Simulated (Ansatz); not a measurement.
`[OH][SnH]([Cl])[SiH2]F` → `[OH][Sn][Cl]` + `F[SiH3]`  (stannylene formation by 1,1-elimination)

Program: Ansatz. Geometries: PBE0-D4/def2-TZVP. ΔE: electronic, gas phase. CCSD(T)/CBS adds triple-zeta CCSD(T) − MP2 to the extrapolated MP2 energy (def2 sets, frozen cores). This one scheme is used for every species. Functionals use def2-TZVPP. Elements past krypton have def2 core potentials. For Sn outer-core shells are correlated without core-valence functions, which leaves a few kJ/mol of doubt a bond. Each species was taken in one conformer, which may not be the lowest.

`[OH][SnH]([Cl])[SiH2]F`:

```xyz
9

O     1.719    1.289   -0.979
Sn    0.858    0.375    0.524
Cl   -0.237    2.043    1.762
Si   -1.132   -1.098   -0.191
F    -0.607   -2.380   -0.994
H     1.118    1.832   -1.494
H     2.167   -0.194    1.446
H    -1.870   -1.559    1.009
H    -2.016   -0.308   -1.082
```

`[OH][Sn][Cl]`:

Z-matrix (Å, degrees):
```
O
Sn 1 1.974
H 1 0.961 2 114.9
Cl 2 2.361 1 94.3 3 -180.0
```

`F[SiH3]`:

Z-matrix (Å, degrees):
```
Si
F 1 1.600
H 1 1.482 2 108.3
H 1 1.482 2 108.3 3 -120.0
H 1 1.482 2 108.3 3 120.0
```

CCSD(T)/CBS gives -0.23 eV.

**Question.** Another level gave -0.12 eV. Which?
A. MP2/def2-TZVPP
B. HF/def2-TZVPP
C. PBE0-D4/def2-TZVPP
D. B2PLYP/def2-TZVPP

**Answer.** C. PBE0-D4 -0.12, HF/def2-TZVPP -0.37, MP2/def2-TZVPP -0.30, B2PLYP -0.45 eV.

Largest T1 diagnostic among the species: 0.017.

In def2-TZVPP, CCSD(T) changes the Hartree–Fock value by +0.15 eV (the triples alone add +0.02 eV) and MP2 by +0.07 eV. The D4 term adds +0.14 eV with B3LYP and +0.08 eV with PBE0; it sums over pairs of atoms, weighted by their polarisabilities, and B3LYP, whose exchange is more repulsive, gets the larger term.

B3LYP here is the variant with VWN-RPA as its local correlation; programs differ in this.
